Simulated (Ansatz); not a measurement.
Consider the ligand exchange at the In–Br bond: `[OH][In]([Cl])[Br]` + `O[SiH3]` → `[OH][In]([Cl])[O][SiH3]` + HBr.

Isolated molecules relaxed with PBE0-D4/def2-TZVP in Ansatz; ΔE leaves out vibrations. CCSD(T)/CBS is the MP2 limit (def2-TZVPP, def2-QZVPP) plus CCSD(T) − MP2 in def2-TZVPP, frozen cores. Functionals use def2-TZVPP. Elements past krypton have def2 core potentials. For Br, In outer-core shells are correlated without core-valence functions, which leaves a few kJ/mol of doubt a bond. Scalar relativity is left out up to krypton. Each species was taken in one conformer, which may not be the lowest.

```
             level  ΔE (kJ/mol)
          BHLYP-D4         99.9
CCSD(T)/def2-TZVPP         86.9
```

(1) What does CCSD(T)/CBS give? (An estimate is asked.)

Largest T1 diagnostic among the species: 0.015.

## Answers

(1) The calculation gave: +89.4 kJ/mol. The listed levels differ from it by 10.5, -2.5 kJ/mol.

From BLYP to BHLYP (50 % exact exchange), in def2-TZVPP and without D4, ΔE moves by +8.5 kJ/mol. In def2-TZVPP, CCSD(T) changes the Hartree–Fock value by −20.6 kJ/mol (the triples alone add −2.7 kJ/mol) and MP2 by −17.2 kJ/mol.
